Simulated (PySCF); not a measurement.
Ge(H)2(PH2)2 (GeH6P2), SMILES [PH2][GeH2][PH2]. Heavy atoms are numbered as in [GeH2:1]([PH2:2])[PH2:3]. Hydrogens are named by the atom that carries them.

Geometry optimised at PBE-D3(BJ)/def2-SVP. The structure was generated by enumeration, and PubChem lists no compound with its InChIKey, so it may never have been made. The values are those of a single conformer.

These are PBE/pcSseg-1 run with PySCF values and carry that method's errors.

GIAO shieldings, no solvent; atoms alike by connectivity are averaged. δ = σ(ref) − σ: ⁷³Ge against GeH4 (σ = 1614.4 ppm); ³¹P against PH3 (σ = 576.8 ppm); ¹H against TMS (σ = 31.49 ppm), references at their B3LYP-D3(BJ)/def2-TZVP geometries, non-relativistic.

| nucleus | atoms | count | δ (ppm) |
|---|---|---|---|
| ⁷³Ge | Ge1 (GeH2) | 1 | 182.8 |
| ³¹P | P2 (PH2) | 2 | 68.9 |
| ¹H | H on Ge1 | 2 | 4.85 |
| ¹H | H on P2 | 4 | 2.49 |
